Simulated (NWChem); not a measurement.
System: C2H9NSi; SMILES C[SiH](C)N

Parts of the log:

```
             Northwest Computational Chemistry Package (NWChem) 7.3.0
             --------------------------------------------------------

 C1  symmetry detected

                             Geometry "geometry" -> ""
                             -------------------------

 Output coordinates in angstroms (scale by  1.889725989 to convert to a.u.)

  No.       Tag          Charge          X              Y              Z
 ---- ---------------- ---------- -------------- -------------- --------------
    1 Si                  14.0000    -0.05343905    -0.01656681     0.36057591
    2 C                    6.0000    -0.20711318     1.76941496    -0.22678450
    3 C                    6.0000     1.60536955    -0.70645441    -0.18450271
    4 N                    7.0000    -1.29458143    -1.09681216    -0.20645121
    5 H                    1.0000    -0.16267562    -0.01547741     1.85535812
    6 H                    1.0000    -0.13231871     1.83788246    -1.32451612
    7 H                    1.0000    -1.17345804     2.20659599     0.07124787
    8 H                    1.0000     0.59068936     2.39684235     0.20376745
    9 H                    1.0000     1.74618084    -1.73158756     0.19007987
   10 H                    1.0000     1.67930181    -0.73356616    -1.28417908
   11 H                    1.0000     2.43509774    -0.08463672     0.18675516
   12 H                    1.0000    -1.32537149    -1.34429843    -1.18991477
   13 H                    1.0000    -2.23676744    -0.99989736     0.15622055

 Effective nuclear repulsion energy (a.u.)     177.1670000999

  pbe96 is a nonlocal functional; adding pw91lda local functional.

                                 NWChem DFT Module
                                 -----------------

 Summary of "ao basis" -> "ao basis" (spherical)
 ------------------------------------------------------------------------------
       Tag                 Description            Shells   Functions and Types
 ---------------- ------------------------------  ------  ---------------------
 Si                          6-31g*                  8       18   4s3p1d
 C                           6-31g*                  6       14   3s2p1d
 N                           6-31g*                  6       14   3s2p1d
 H                           6-31g*                  2        2   2s

            General Information
            -------------------
          SCF calculation type: DFT
          Wavefunction type:  closed shell.
          No. of atoms     :    13
          No. of electrons :    42
           Alpha electrons :    21
            Beta electrons :    21
          Charge           :     0
          Spin multiplicity:     1
          Use of symmetry is: off; symmetry adaption is: off
          Maximum number of iterations: 150
          AO basis - number of functions:    78
                     number of shells:    44
          Convergence on energy requested:  1.00D-06
          Convergence on density requested:  1.00D-05
          Convergence on gradient requested:  5.00D-04

              XC Information
              --------------
          PerdewBurkeErnzerhof Exchange Functional  1.000
            Perdew 1991 LDA Correlation Functional  1.000 local
           PerdewBurkeErnz. Correlation Functional  1.000 non-local

             Grid Information
             ----------------
          Grid used for XC integration:  medium
          Radial quadrature: Mura-Knowles
          Angular quadrature: Lebedev.
          Tag              B.-S. Rad. Rad. Pts. Rad. Cut. Ang. Pts.
          ---              ---------- --------- --------- ---------
          Si                  1.10       88           8.0       590
          C                   0.70       49          10.0       434
          N                   0.65       49          10.0       434
          H                   0.35       45          11.0       434
          Grid pruning is: on
          Number of quadrature shells:   640
          Spatial weights used:  Erf1

      Superposition of Atomic Density Guess
      -------------------------------------

 Sum of atomic energies:        -422.91564692

      Non-variational initial energy
      ------------------------------

 Total energy =    -425.170357
 1-e energy   =    -931.147660
 2-e energy   =     328.810303
 HOMO         =      -0.324442
 LUMO         =       0.080133

     ---------------------------------------------
      Total Density - Mulliken Population Analysis
     ---------------------------------------------

    Atom       Charge   Shell Charges
 -----------   ------   -------------------------------------------------------
    1 Si  14    13.08   2.00  2.00  5.97  0.91  1.47  0.21  0.34  0.20
    2 C    6     7.01   2.00  0.72  2.11  0.72  1.44  0.02
    3 C    6     7.00   2.00  0.72  2.11  0.72  1.43  0.02
    4 N    7     8.24   2.00  0.82  2.68  0.83  1.90  0.01
    5 H    1     1.09   0.48  0.61
    6 H    1     0.75   0.45  0.29
    7 H    1     0.74   0.45  0.29
    8 H    1     0.74   0.45  0.29
    9 H    1     0.74   0.45  0.29
   10 H    1     0.74   0.45  0.29
   11 H    1     0.74   0.45  0.29
   12 H    1     0.56   0.41  0.15
   13 H    1     0.56   0.41  0.15

   convergence    iter        energy       DeltaE   RMS-Dens  Diis-err
 ---------------- ----- ----------------- --------- --------- ---------
 d= 0,ls=0.0,diis     1   -425.4921221145 -6.03D+02  1.25D-02  4.90D-01
 d= 0,ls=0.0,diis     2   -425.4785157651  1.36D-02  8.82D-03  5.45D-01
 d= 0,ls=0.0,diis     3   -425.5307535558 -5.22D-02  2.70D-03  9.79D-02
 d= 0,ls=0.0,diis     4   -425.5412199087 -1.05D-02  6.42D-04  4.59D-03
 d= 0,ls=0.0,diis     5   -425.5417913820 -5.71D-04  1.62D-04  2.05D-04
  Resetting Diis
 d= 0,ls=0.0,diis     6   -425.5418190399 -2.77D-05  3.07D-05  4.12D-06
 d= 0,ls=0.0,diis     7   -425.5418195914 -5.51D-07  1.37D-05  3.22D-07
 d= 0,ls=0.0,diis     8   -425.5418195632  2.82D-08  7.67D-06  5.35D-07

         Total DFT energy =     -425.541819563204
      One electron energy =     -936.299193262542
           Coulomb energy =      375.337778209781
    Exchange-Corr. energy =      -41.747404610348
 Nuclear repulsion energy =      177.167000099904

 Numeric. integr. density =       41.999969506437

                       DFT Final Molecular Orbital Analysis
                       ------------------------------------

 Vector   19  Occ=2.000000D+00  E=-2.659437D-01
              MO Center= -1.6D-01,  3.5D-01,  4.7D-01, r^2= 3.3D+00
   Bfn.  Coefficient  Atom+Function         Bfn.  Coefficient  Atom+Function
  ----- ------------  ---------------      ----- ------------  ---------------
     9      0.294200   1 Si pz               62      0.260179   5 H  s
    22      0.251554   2 C  py               61      0.221236   5 H  s
     8     -0.184346   1 Si py               50     -0.171768   4 N  py
    23     -0.160282   2 C  pz               26      0.150775   2 C  py
    64      0.129138   6 H  s                54     -0.126323   4 N  py

 Vector   20  Occ=2.000000D+00  E=-2.600805D-01
              MO Center=  6.4D-01, -2.1D-01,  1.6D-01, r^2= 3.1D+00
   Bfn.  Coefficient  Atom+Function         Bfn.  Coefficient  Atom+Function
  ----- ------------  ---------------      ----- ------------  ---------------
    35      0.331853   3 C  px                7     -0.268651   1 Si px
    39      0.205307   3 C  px                8      0.174653   1 Si py
    36     -0.170677   3 C  py               62      0.165690   5 H  s
     9      0.153969   1 Si pz               22     -0.139808   2 C  py
    61      0.135279   5 H  s                38     -0.132047   3 C  s

 Vector   21  Occ=2.000000D+00  E=-1.925345D-01
              MO Center= -9.9D-01, -7.1D-01, -1.1D-01, r^2= 2.4D+00
   Bfn.  Coefficient  Atom+Function         Bfn.  Coefficient  Atom+Function
  ----- ------------  ---------------      ----- ------------  ---------------
    50      0.464427   4 N  py               54      0.400482   4 N  py
    51     -0.208042   4 N  pz               22      0.203690   2 C  py
    24     -0.194814   2 C  s                55     -0.173644   4 N  pz
    26      0.164294   2 C  py               52     -0.134755   4 N  s
    49     -0.130856   4 N  px               62      0.108298   5 H  s

 Vector   22  Occ=0.000000D+00  E= 3.591194D-02
              MO Center= -9.6D-01, -4.1D-01, -6.7D-02, r^2= 4.8D+00
   Bfn.  Coefficient  Atom+Function         Bfn.  Coefficient  Atom+Function
  ----- ------------  ---------------      ----- ------------  ---------------
    52      1.297190   4 N  s                11      0.778897   1 Si px
    76     -0.532708  12 H  s                78     -0.509011  13 H  s
    10     -0.377835   1 Si s                24      0.379246   2 C  s
    74     -0.331144  11 H  s                68     -0.313386   8 H  s
    13      0.290945   1 Si pz               12      0.250732   1 Si py

 Vector   23  Occ=0.000000D+00  E= 6.197838D-02
              MO Center=  8.9D-01,  4.3D-02, -1.3D-01, r^2= 5.4D+00
   Bfn.  Coefficient  Atom+Function         Bfn.  Coefficient  Atom+Function
  ----- ------------  ---------------      ----- ------------  ---------------
    38      1.761801   3 C  s                24      0.909098   2 C  s
    11     -0.897966   1 Si px               10     -0.868315   1 Si s
    72     -0.538251  10 H  s                74     -0.421876  11 H  s
    70     -0.413703   9 H  s                66     -0.399775   7 H  s
    13      0.383924   1 Si pz               68     -0.284760   8 H  s

 Vector   24  Occ=0.000000D+00  E= 7.347270D-02
              MO Center= -2.4D-01,  6.4D-01,  3.0D-01, r^2= 5.5D+00
   Bfn.  Coefficient  Atom+Function         Bfn.  Coefficient  Atom+Function
  ----- ------------  ---------------      ----- ------------  ---------------
    24      1.643601   2 C  s                12     -1.183564   1 Si py
    64     -0.621376   6 H  s                38     -0.485321   3 C  s
    66     -0.390916   7 H  s                11      0.374936   1 Si px
    10     -0.327974   1 Si s                52     -0.300558   4 N  s
     8     -0.240831   1 Si py               68     -0.238028   8 H  s

     ---------------------------------------------
      Total Density - Mulliken Population Analysis
     ---------------------------------------------

    Atom       Charge   Shell Charges
 -----------   ------   -------------------------------------------------------
    1 Si  14    13.40   2.00  1.99  5.96  0.93  1.76  0.17  0.35  0.23
    2 C    6     6.69   2.00  0.66  2.11  0.71  1.19  0.02
    3 C    6     6.69   2.00  0.66  2.12  0.71  1.19  0.02
    4 N    7     7.84   2.00  0.77  2.52  0.85  1.68  0.02
    5 H    1     1.08   0.51  0.57
    6 H    1     0.83   0.51  0.32
    7 H    1     0.82   0.51  0.31
    8 H    1     0.83   0.51  0.31
    9 H    1     0.81   0.51  0.30
   10 H    1     0.83   0.51  0.32
   11 H    1     0.82   0.51  0.31
   12 H    1     0.68   0.50  0.18
   13 H    1     0.68   0.50  0.17

     -------------------------------------------
      Total Density - Lowdin Population Analysis
     -------------------------------------------

    Atom       Charge   Shell Charges
 -----------   ------   -------------------------------------------------------
    1 Si  14    13.50   2.00  1.97  5.88  0.62  1.63  0.32  0.74  0.34
    2 C    6     6.61   1.99  0.58  1.92  0.48  1.60  0.04
    3 C    6     6.60   1.99  0.57  1.93  0.48  1.60  0.04
    4 N    7     7.63   1.99  0.71  2.37  0.58  1.95  0.03
    5 H    1     1.06   0.50  0.56
    6 H    1     0.85   0.48  0.37
    7 H    1     0.85   0.48  0.37
    8 H    1     0.85   0.48  0.37
    9 H    1     0.84   0.48  0.36
   10 H    1     0.85   0.48  0.37
   11 H    1     0.85   0.48  0.37
   12 H    1     0.76   0.47  0.29
   13 H    1     0.75   0.47  0.28

     Multipole analysis of the density
     ---------------------------------

     L   x y z        total         alpha         beta         nuclear
     -   - - -        -----         -----         ----         -------
     0   0 0 0     -0.000000    -21.000000    -21.000000     42.000000

     1   1 0 0     -0.239130     -0.119565     -0.119565      0.000000
     1   0 1 0      0.133348      0.066674      0.066674     -0.000000
     1   0 0 1     -0.471603     -0.235801     -0.235801     -0.000000

     2   2 0 0    -22.712720    -96.741832    -96.741832    170.770945
     2   1 1 0      0.497198      1.872347      1.872347     -3.247495
     2   1 0 1      0.584658      0.517731      0.517731     -0.450803
     2   0 2 0    -26.792778   -103.649407   -103.649407    180.506036
     2   0 1 1      1.223101      0.434942      0.434942      0.353218
     2   0 0 2    -25.136967    -32.272044    -32.272044     39.407120
```

Level: PBE/6-31G* (spherical d). Structure relaxed at the PBE0/def2-SVP level.

Question: Which NWChem input produces such a log?

Answer: One answer among several that fit: the input that was run:
```
start job
memory heap 200 mb stack 700 mb global 900 mb
geometry units angstroms noautoz
  Si    -0.065480    -0.012679     0.341782
  C      0.138419     1.768884    -0.243707
  C      1.446315    -1.005889    -0.160922
  N     -1.473359    -0.838817    -0.261755
  H     -0.212689     0.011975     1.833100
  H      0.254345     1.819817    -1.338816
  H     -0.735062     2.382088     0.029761
  H      1.028917     2.234315     0.210073
  H      1.379901    -2.038398     0.213981
  H      1.543309    -1.048638    -1.258307
  H      2.368677    -0.552138     0.234422
  H     -1.524092    -1.077838    -1.246485
  H     -2.389440    -0.564156     0.075876
end
basis spherical
  Si library 6-31g*
  C library 6-31g*
  N library 6-31g*
  H library 6-31g*
end
dft
  xc xpbe96 cpbe96
  iterations 150
  mulliken
end
task dft energy
```
